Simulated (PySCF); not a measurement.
CH₄Te. Atoms are numbered in the order given.

```xyz
6

Te     0.0330     0.3288     0.0000
H     -1.6245     0.4675     0.0000
C     -0.0143    -1.8370     0.0000
H     -0.5134    -2.1917     0.8960
H     -0.5134    -2.1917    -0.8960
H      1.0234    -2.1622     0.0000
```

Coordinates come from a B3LYP-D3(BJ)/def2-TZVP optimisation. The def2 effective core potentials stand for the cores of Te; spin–orbit coupling is left out.

Method: B3LYP/def2-TZVPD (PySCF).

The molecule is in vacuum.

```
Quantity                                                                                                       Result
---------------------------------------------------------------------------------------------  ----------------------
total energy                                                                                       -308.63681 hartree
point group                                                                                                        Cs
highest occupied level                                                                                       -5.89 eV
lowest empty level                                                                                           -1.07 eV
orbital gap                                                                                                   4.82 eV
dipole moment                                                                                               0.231 e·Å
quadrupole, principal values (traceless, Buckingham form, about the centre of nuclear charge)   -4.55, 1.29, 3.25 D·Å
mean static polarisability                                                                       58.2 bohr³ (8.63 Å³)
polarisability, principal values                                                               52.9, 54.7, 67.1 bohr³
```
